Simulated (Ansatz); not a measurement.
System: Cr, charge 2, quintet.

Total energies in cc-pwCVTZ-DK, 12 correlated electrons, 5 frozen orbitals. UHF or UKS for unpaired electrons; spin-orbit terms are left out. The -DK rows use spin-free X2C, correlate 3s3p of the metal (1s2s2p frozen) and give its partners the cc-pVXZ-DK valence sets. Open-shell metal atoms are single determinants, not pure terms.

```tsv
method	program	energy (Eh)	minus CCSDT(Q) (mEh)
HF	Ansatz	-1048.88630	436.82
MP2	Ansatz	-1049.30682	16.30
CCSD	Ansatz	-1049.31411	9.00
CCSD(T)	Ansatz	-1049.32292	0.20
CCSDT(Q)	Ansatz	-1049.32312	0.00
```

Ansatz is a program for electronic structure.
